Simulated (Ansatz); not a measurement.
Molecule: thiophen-3-amine, C4H5NS, charge 0, multiplicity 1. 
Geometry from a B3LYP-D3(BJ)/def2-TZVP (Ansatz, a program for electronic structure) optimisation:
```
C
C 1 1.3708
H 2 1.0775 1 127.81
N 1 1.3981 2 125.65 3 -3.22
H 4 1.0085 1 114.35 2 20.75
H 4 1.0088 5 110.89 1 -130.60
C 1 1.4293 2 111.87 3 -179.78
C 7 1.3628 1 112.78 2 -0.04
H 8 1.0773 7 127.72 1 179.98
H 7 1.0812 8 123.74 9 0.56
S 8 1.7145 9 120.41 7 179.60
```
Charge 0, spin multiplicity 1.

Computed values are from Ansatz. Valence correlation only, unless marked. UHF or UKS for open shells. No spin-orbit coupling. Non-relativistic. CBS(X,Y): correlation extrapolated as X^-3; Hartree-Fock from the larger set. The bracket is a focal-point correction in the basis named.

The Hartree-Fock reference is unstable (checked in the largest basis), which strains HF and MP2. 

Question: What is the atomisation energy De at CCSD(T)/CBS(aug-cc-pV(T+d)Z,aug-cc-pV(Q+d)Z)?

Answer: 4731.4 kJ/mol.

Question: What is the dipole moment at CCSD(T)/aug-cc-pV(D+d)Z?

Answer: 1.70 D.

Question: What is the total energy at CCSD(T)/CBS(aug-cc-pV(T+d)Z,aug-cc-pV(Q+d)Z)?

Answer: -607.6644 Eh.

Question: What is the T1 diagnostic at CCSD/aug-cc-pV(Q+d)Z?

Answer: 0.013.

Question: What is the vertical ionisation energy (to the doublet) at RI-MP2/CBS(aug-cc-pV(T+d)Z,aug-cc-pV(Q+d)Z)+[CCSD(T)-MP2]/aug-cc-pV(T+d)Z?

Answer: 8.06 eV.
